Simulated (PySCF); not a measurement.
**Electron correlation in N²⁺ (nitrogen, charge +2)**

[He] 2s1 2p2, high-spin 4P determinant (an excited configuration). All numbers are calculated (PySCF 2.14, no relativity, point nucleus, in def2-TZVPPD). Frozen: 1s2; 3 electrons correlated.

```csv
level,correlation energy (mhartree)
CCSD,-15.02
(T),-0.03
CCSD(T),-15.05
CCSDT,-15.06
```

Diagnostics: T1 = 0.0010, D1 = 0.0017, largest double amplitude 0.018.

Cost of the coupled-cluster step: about 0.26 core-seconds, for 3 correlated electrons.

Iterations:

```
CC2 = 0
CCSD nocc = (np.int64(3), np.int64(0)), nmo = (36, 36)
frozen orbitals [[0], [0]]
max_cycle = 100
direct = 0
conv_tol = 1e-08
conv_tol_normt = 1e-06
diis_space = 8
diis_start_cycle = 0
Init t2, MP2 energy = -0.0117743916997144
Init E_corr(UCCSD) = -0.0117743916997378
cycle = 1  E_corr(UCCSD) = -0.0142299753645164  dE = -0.00245558366  norm(t1,t2) = 0.0111876
cycle = 2  E_corr(UCCSD) = -0.014803280963156  dE = -0.000573305599  norm(t1,t2) = 0.00333093
cycle = 3  E_corr(UCCSD) = -0.0150254032871197  dE = -0.000222122324  norm(t1,t2) = 0.00115205
cycle = 4  E_corr(UCCSD) = -0.0150169329848747  dE = 8.47030224e-06  norm(t1,t2) = 0.000127583
cycle = 5  E_corr(UCCSD) = -0.0150172663102402  dE = -3.33325365e-07  norm(t1,t2) = 1.03171e-05
cycle = 6  E_corr(UCCSD) = -0.0150172474418217  dE = 1.88684186e-08  norm(t1,t2) = 8.34303e-07
cycle = 7  E_corr(UCCSD) = -0.0150172485890373  dE = -1.1472157e-09  norm(t1,t2) = 9.71019e-08
UCCSD converged
E(UCCSD) = -52.64462563744566  E_corr = -0.01501724858903735
UCCSD(T) correction = -3.037138786294e-05
```
